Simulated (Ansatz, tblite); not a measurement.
Spin states of the cluster Rb2F3, each relaxed with PBE0-D4/def2-SVP in Ansatz. Electronic energies in the gas phase.

In the def2 sets Rb takes a core potential, while STO-3G treats all electrons; there is no spin–orbit coupling. The xTB rows come from tblite. Correlated methods freeze 3 core orbitals; core or outer-core shells of Rb are correlated, in sets that lack core-valence functions. The rows differ in basis, and correlated rows in double-zeta sets carry the largest basis error. In CCSD on the charge 0 doublet the largest single amplitude is 0.15, so its Hartree–Fock determinant may place the open shell otherwise than the density functionals do. In the doublet, F4 and F5 lie 1.95 Å apart (atoms count from 1), so these atoms are partly bonded to each other. In the quartet, F4 and F5 lie 1.93 Å apart, F3 and F5 lie 1.93 Å apart (atoms count from 1), so these atoms are partly bonded to each other. The structure comes from a short search, and lower isomers may exist.

Doublet geometry (C2v within 0.1 Å):

```xyz
5

Rb   -0.2427    1.8731    0.2179
Rb   -0.1694   -1.7550   -0.7105
F    -1.2292    0.3508   -1.4676
F     0.0631   -0.4014    1.5727
F     1.5783   -0.0675    0.3875
```

Quartet geometry:

```xyz
5

Rb    0.1477    2.0042   -1.0018
Rb   -1.3354   -1.5114    0.9872
F    -0.2275   -0.6674   -1.3493
F     0.2889    0.6423    1.3507
F     1.1262   -0.4676    0.0132
```

⟨S²⟩: doublet 0.76 at PBE0-D4/def2-TZVP (pure 0.75), quartet 3.76 at PBE0-D4/def2-TZVP (pure 3.75).

Only these spin states were relaxed.

Task: Estimate which spin state lies lowest at each of these levels, and by how much: GFN1-xTB; GFN2-xTB; HF/STO-3G; HF/def2-SVP; HF/def2-TZVP; LDA (SPW92)/def2-TZVP; PBE-D4/def2-TZVP; revPBE-D4/def2-TZVP; r2SCAN-D4/def2-TZVP; PBE0-D4/def2-TZVP; r2SCAN0-D4/def2-TZVP; BHLYP-D4/def2-TZVP; CAM-B3LYP-D4/def2-TZVP; RPA@PBE/def2-TZVP; MP2/def2-SVP; MP2/def2-TZVP; CCSD/def2-SVP; CCSD(T)/def2-SVP.

Result: 
| level | quartet − doublet (kcal/mol) | lowest of these | remarks |
| --- | --- | --- | --- |
| GFN1-xTB | 66.5 | doublet | – |
| GFN2-xTB | 119.5 | doublet | – |
| HF/STO-3G | 89.3 | doublet | HOMO above zero (quartet) |
| HF/def2-SVP | 97.2 | doublet | – |
| HF/def2-TZVP | 101.6 | doublet | – |
| LDA (SPW92)/def2-TZVP | 116.6 | doublet | – |
| PBE-D4/def2-TZVP | 111.0 | doublet | – |
| revPBE-D4/def2-TZVP | 109.3 | doublet | – |
| r2SCAN-D4/def2-TZVP | 116.4 | doublet | – |
| PBE0-D4/def2-TZVP | 118.3 | doublet | – |
| r2SCAN0-D4/def2-TZVP | 120.8 | doublet | – |
| BHLYP-D4/def2-TZVP | 122.6 | doublet | – |
| CAM-B3LYP-D4/def2-TZVP | 125.2 | doublet | – |
| RPA@PBE/def2-TZVP | 111.8 | doublet | – |
| MP2/def2-SVP | 128.3 | doublet | – |
| MP2/def2-TZVP | 140.1 | doublet | – |
| CCSD/def2-SVP | 117.2 | doublet | – |
| CCSD(T)/def2-SVP | 115.9 | doublet | – |

Change of the quartet − doublet gap on mixing in exact exchange, in kcal/mol: PBE to PBE0 (25 % exact exchange) 7.3; r2SCAN to r2SCAN0 (25 % exact exchange) 4.5. The xTB methods have no spin-polarisation term.
